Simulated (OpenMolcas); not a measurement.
Tc5+ in a ligand field

Tc5+ with 6 ligands (oxide) in octahedral coordination (Oh) at 1.98 Å. A charge of +1.17 e stands 2.6 Å behind each ligand. Ligand basis ANO-RCC-VDZP.

```json
{
 "Program": "OpenMolcas 26.06",
 "Method": "CASSCF",
 "Basis": "ANO-RCC-VTZP [7s6p4d2f1g]",
 "Scalar Hamiltonian": "DKH2, point nucleus",
 "Active space": "2 electrons in 5 orbitals (4d)",
 "State averaging": "2S+1 = 3 even, 10 roots; 2S+1 = 1 even, 15 roots",
 "Spin-orbit coupling": "state interaction with AMFI integrals over the reference wave functions"
}
```

The lowest spin-free states (labels of O, the rotations of Oh), above the lowest:

```csv
State,Degeneracy,E (cm-1)
3T1,3,0.0
1T2,3,9929
1E,2,10473
1A1,1,23032
3T2,3,25555
3T1,3,33386
2S+1 = 1,3,34519
2S+1 = 1,3,37277
3A2,1,53727
1E,2,62164
1A1,1,71784
```

The lowest levels with spin-orbit coupling:

| E (cm-1) | Degeneracy | 2S+1 |
| --- | --- | --- |
| 0.0 | 2 | 3 |
| 35.8 | 3 | 3 |
| 1179 | 3 | 3 |
| 1684 | 1 | 3 |
| 10552 | 3 | 1 |
| 11144 | 2 | 1 |
| 23653 | 1 | 1 |
| 25773 | 1 | 3 |
| 26025 | 3 | 3 |
| 26441 | 3 | 3 |
| 26462 | 2 | 3 |
| 33489 | 1 | 3 |
| 33744 | 3 | 3 |
| 34068 | 3 | 3 (76 %) |
| 34441 | 2 | 3 |
| 35532 | 3 | 1 (76 %) |
| 38007 | 3 | 1 |
| 54492 | 3 | 3 |
| 62902 | 2 | 1 |
| 72530 | 1 | 1 |

Powder χT (cm3 K/mol): 0.0126 at 2 K, 0.063 at 10 K, 0.176 at 50 K, 0.22 at 100 K, 0.291 at 200 K, 0.359 at 300 K. The effective moment at 300 K is 2.828 √(χT) = 1.69 μB.

The lowest level has 2S+1 = 3, for which the spin-only value is χT = S(S+1) / 2 = 1.000 cm3 K/mol (g = 2). The computed 0.359 at 300 K differs by -0.641, through orbital momentum, spin-orbit coupling and any other state in reach. With a threefold ground state the orbital momentum is unquenched, so the spin-only value is not expected to hold.

Metal share of the active 4d orbitals (Löwdin): 67, 67, 87, 87, 87 %; Mulliken charge of the metal 1.86.

A least-squares ligand-field fit to the states below 45000 cm-1, each weighted by its degeneracy and with a free common offset, gives 10Dq = 25534 cm-1, B = 664 cm-1 and C = 2501 cm-1 (C/B = 3.77), with an rms deviation of 595 cm-1.

The same method and metal basis give the free ion B = 945 cm-1 (fit to its terms below 60000 cm-1, rms deviation 21 cm-1), so the nephelauxetic ratio is β = 664 / 945 = 0.70; it hangs on how both fits weigh the states, and computed free-ion B values tend to be too large, so β mixes covalency with correlation.

An orbital triplet at a regular site is open to Jahn-Teller coupling, which can distort the site and quench the lowest spin-orbit gaps and is left out. Without dynamic correlation the repulsion within the d shell is too large (B by tens of per cent), so at a given field states of lower spin stand too high. The least metal-like active orbital is 67 % on the metal (Löwdin) and no ligand orbital is active, so the numbers are rough. The oxide ions are held by bare point charges, a crude embedding. With metal d orbitals alone the field can be off either way by tens of per cent. Ligand-to-metal charge-transfer states are missing. With no ligand orbital active B as a rule stays too high, so bands that hang on it stand too high and its fall with covalency is understated. No measured value stands beside these numbers; the geometry is a model, was not optimised and need not be the one that this ion takes.

The RASSCF and RASSI steps took 33 s on 1 thread of Arm Neoverse V1 (shared host); the integral step is not counted.
